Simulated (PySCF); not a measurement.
**Removing the step error of a finite difference**

System: C₅H₁₅BSi, singlet, at a GFN2-xTB geometry, atoms displaced at random by about 0.08 Å a coordinate. Level: HF/STO-3G, gradient (PySCF). Sums are taken with unrounded values, so a last digit can differ.

Central differences of the energy along z of atom 5 gave a gradient component of 0.068473 Eh/bohr at step 0.05 and 0.067875 Eh/bohr at step 0.2 (atomic units).

Q: Extrapolate to zero step.

A: The leading error of a symmetric difference goes as h², so A(h) = A0 + c h². Then c = (0.067875 - (0.068473))/(0.2² - 0.05²) = -0.0159 (atomic units) and A0 = 0.068473 - c × 0.05² = 0.068512 Eh/bohr. The analytic value from the same program and level is 0.068513 Eh/bohr: the smaller step missed it by -0.000040, the extrapolation by 0.000000.
